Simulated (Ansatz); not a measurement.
Te₂Pt. Charge 0, multiplicity 1. Geometry PBE0-D4/def2-TZVP; atoms count from 1.

Cartesian coordinates in Å:
```
Pt -0.7957 0.4390 -1.1214
Te -0.2116 0.6841 1.3468
Te 1.0073 -1.1231 -0.2255
```

In the def2 sets Pt, Te take a core potential; there is no spin–orbit coupling. The restricted singlet is unstable: a solution with broken spin symmetry lies lower. At PBE0-D4/def2-TZVP a triplet of charge 0 lies 0.31 eV below the restricted singlet, each at its own geometry. The structure comes from a short search, and lower isomers may exist.

Q: Estimate the Mulliken populations from the PBE0/def2-TZVP orbitals of Ansatz.

A: 
```json
{"atom": "Pt1", "charge (e)": "0.23", "d electrons": "9.08"}
{"atom": "Te2", "charge (e)": "-0.12", "d electrons": "–"}
{"atom": "Te3", "charge (e)": "-0.12", "d electrons": "–"}
```
Mulliken values depend strongly on the basis.

Q: And the Mayer bond orders between heavy atoms (over 0.3)?

A: Pt1–Te2 0.96 (2.55 Å); Pt1–Te3 0.96 (2.55 Å); Te2–Te3 1.25 (2.69 Å).
